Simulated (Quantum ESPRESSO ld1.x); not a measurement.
Problem. The sulfur ion S15+, configuration 1s1. Method: non-relativistic Kohn-Sham, PW91, spin-unpolarised, spherical densities, point nucleus; without spin polarisation the odd electron is poorly described; computed with ld1.x of Quantum ESPRESSO 7.5. Some entries of the table are withheld. Estimate them.

| orbital | occ. | eigenvalue (eV) | r(max) (bohr) | <1/r> (bohr^-1) |
|---|---|---|---|---|
| 1s | 1 | -3352.700 | 0.062 | (1) |
| 2s | 0 | (2) | 0.330 | 3.928 |
| 2p | 0 | -795.881 | 0.256 | 3.902 |

Solution. 
(1) 1s <1/r> (bohr^-1): 15.94
(2) 2s eigenvalue (eV): -803.741
